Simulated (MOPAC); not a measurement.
Job for MOPAC: PM7 on C2H5BO (SMILES C=CBO), a point of a torsion scan.

```
PM7 1SCF PRECISE CHARGE=0 THREADS=1
C2H5BO

C     -1.34969253 1     0.37230264 1    -0.13650204 1
C     -0.42299960 1    -0.29703747 1     0.54065770 1
B      0.92809231 1    -0.80658159 1    -0.08062136 1
O      1.04758821 1    -1.14406870 1    -1.36363879 1
H     -1.23393406 1     0.60105215 1    -1.18685479 1
H     -2.25725814 1     0.74382119 1     0.31472823 1
H     -0.59713077 1    -0.46138676 1     1.59810675 1
H      1.89897972 1    -0.91919369 1     0.56918468 1
H      0.25619021 1    -1.05417881 1    -1.89880607 1
```

Output:

```
*******************************************************************************
 **                                                                           **
 **                              MOPAC v23.2.5                                **
 **                                                                           **
 *******************************************************************************
 ** MOPAC's Digital Object Identifier: https://doi.org/10.5281/zenodo.6511958 **
 **                                                                           **
 ** Please cite the open-source release paper for use of this MOPAC version:  **
 ** J. E. Moussa and J. J. P. Stewart (2026)                                  **
 ** MOPAC: An open-source semiempirical molecular orbital program             **
 ** J. Open Source Softw., 11(119), 8025, https://doi.org/10.21105/joss.08025 **
 *******************************************************************************

                              PM7 CALCULATION RESULTS

 *******************************************************************************
 *  PM7        - The PM7 Hamiltonian to be used
 *
 *
 *
 *                 CHARGE ON SYSTEM = 0
 *
 *
 *
 *  PRECISE    - TIGHTER CRITERIA TO BE USED
 *  1SCF       - DO 1 SCF AND THEN STOP
 *  THREADS=1  - MULTI-THREADING NOT USED
 *  T=         - A TIME OF 172800.0 SECONDS REQUESTED
 *  DUMP=N     - RESTART FILE WRITTEN EVERY 7200.0 SECONDS REQUESTED
 *******************************************************************************
PM7 1SCF PRECISE CHARGE=0 THREADS=1
 C2H5BO

   ATOM   CHEMICAL          X               Y               Z
  NUMBER   SYMBOL      (ANGSTROMS)     (ANGSTROMS)     (ANGSTROMS)

     1       C         -1.34969253  *   0.37230264  *  -0.13650204  *
     2       C         -0.42299960  *  -0.29703747  *   0.54065770  *
     3       B          0.92809231  *  -0.80658159  *  -0.08062136  *
     4       O          1.04758821  *  -1.14406870  *  -1.36363879  *
     5       H         -1.23393406  *   0.60105215  *  -1.18685479  *
     6       H         -2.25725814  *   0.74382119  *   0.31472823  *
     7       H         -0.59713077  *  -0.46138676  *   1.59810675  *
     8       H          1.89897972  *  -0.91919369  *   0.56918468  *
     9       H          0.25619021  *  -1.05417881  *  -1.89880607  *



          CARTESIAN COORDINATES

    NO.       ATOM           X           Y           Z

     1         C         -1.3497      0.3723     -0.1365
     2         C         -0.4230     -0.2970      0.5407
     3         B          0.9281     -0.8066     -0.0806
     4         O          1.0476     -1.1441     -1.3636
     5         H         -1.2339      0.6011     -1.1869
     6         H         -2.2573      0.7438      0.3147
     7         H         -0.5971     -0.4614      1.5981
     8         H          1.8990     -0.9192      0.5692
     9         H          0.2562     -1.0542     -1.8988

 General Reference for PM7:
 "Optimization of Parameters for Semiempirical Methods VI: More Modifications to the
 NDDO Approximations and Re-optimization of Parameters", J. J. P. Stewart, J. Mol. Mod., 1:32, 19 (2013)
 https://link.springer.com/article/10.1007/s00894-012-1667-x

           Empirical Formula: C2 H5 O B  =     9 atoms



      MOLECULAR POINT GROUP   :   C1


      RHF CALCULATION, NO. OF DOUBLY OCCUPIED LEVELS = 11


 -------------------------------------------------------------------------------
 PM7 1SCF PRECISE CHARGE=0 THREADS=1
 C2H5BO



     1SCF WAS SPECIFIED, SO BFGS WAS NOT USED
     SCF FIELD WAS ACHIEVED


                              PM7 CALCULATION
                                                       MOPAC v23.2.5 Linux




          FINAL HEAT OF FORMATION =        -55.41338 KCAL/MOL =    -231.84957 KJ/MOL


          COSMO AREA              =        100.81 SQUARE ANGSTROMS
          COSMO VOLUME            =         84.66 CUBIC ANGSTROMS

          IONIZATION POTENTIAL    =         10.727479 EV
          HOMO LUMO ENERGIES (EV) =        -10.727 -0.385
          NO. OF FILLED LEVELS    =         11
          MOLECULAR WEIGHT        =         55.8709         POINT GROUP:  C1

          MOLECULAR DIMENSIONS (Angstroms)

            Atom       Atom       Distance
            H     8    H     6     4.48382
            H     9    H     7     3.55640
            H     7    H     5     0.92701


          SCF CALCULATIONS        =          1





   ATOM   CHEMICAL          X               Y               Z
  NUMBER   SYMBOL      (ANGSTROMS)     (ANGSTROMS)     (ANGSTROMS)

     1       C         -1.34969253  *   0.37230264  *  -0.13650204  *
     2       C         -0.42299960  *  -0.29703747  *   0.54065770  *
     3       B          0.92809231  *  -0.80658159  *  -0.08062136  *
     4       O          1.04758821  *  -1.14406870  *  -1.36363879  *
     5       H         -1.23393406  *   0.60105215  *  -1.18685479  *
     6       H         -2.25725814  *   0.74382119  *   0.31472823  *
     7       H         -0.59713077  *  -0.46138676  *   1.59810675  *
     8       H          1.89897972  *  -0.91919369  *   0.56918468  *
     9       H          0.25619021  *  -1.05417881  *  -1.89880607  *

                             CARTESIAN COORDINATES

   1    C       -1.349692530     0.372302640    -0.136502040
   2    C       -0.422999600    -0.297037470     0.540657700
   3    B        0.928092310    -0.806581590    -0.080621360
   4    O        1.047588210    -1.144068700    -1.363638790
   5    H       -1.233934060     0.601052150    -1.186854790
   6    H       -2.257258140     0.743821190     0.314728230
   7    H       -0.597130770    -0.461386760     1.598106750
   8    H        1.898979720    -0.919193690     0.569184680
   9    H        0.256190210    -1.054178810    -1.898806070


           Empirical Formula: C2 H5 O B  =     9 atoms



      MOLECULAR POINT GROUP   :   C1


                  EIGENVALUES
 -30.02212 -26.78270 -19.89801 -18.50010 -16.45494 -14.66885 -13.74934 -13.28775
 -12.34158 -10.84334 -10.72748  -0.38525   1.32486   2.63854   3.42535   4.87390
   5.48278   5.87394   6.26997   6.42235   6.52252


              NET ATOMIC CHARGES AND DIPOLE CONTRIBUTIONS

  ATOM NO.   TYPE          CHARGE      No. of ELECS.   s-Pop       p-Pop
    1          C          -0.279439        4.2794     1.09915     3.18029
    2          C          -0.267582        4.2676     1.11686     3.15072
    3          B           0.230546        2.7695     0.75588     2.01358
    4          O          -0.508663        6.5087     1.74992     4.75874
    5          H           0.131497        0.8685     0.86850
    6          H           0.141946        0.8581     0.85805
    7          H           0.140840        0.8592     0.85916
    8          H           0.080547        0.9195     0.91945
    9          H           0.330309        0.6697     0.66969
 DIPOLE           X         Y         Z       TOTAL
 POINT-CHG.    -0.758     0.331     0.484     0.958
 HYBRID        -0.729     0.129    -0.625     0.969
 SUM           -1.487     0.460    -0.141     1.562


          ATOMIC ORBITAL ELECTRON POPULATIONS

     Atom    s        px        py        pz
    1  C   1.09915   1.05939   1.01770   1.10320
    2  C   1.11686   1.05370   0.99339   1.10363
    3  B   0.75588   0.97699   0.35065   0.68594
    4  O   1.74992   1.54570   1.73931   1.47374
    5  H   0.86850
    6  H   0.85805
    7  H   0.85916
    8  H   0.91945
    9  H   0.66969

 **********************
 *                    *
 * JOB ENDED NORMALLY *
 *                    *
 **********************




 == MOPAC DONE ==
```

The run finished.

Cost: around 0.010 core-seconds (rough).
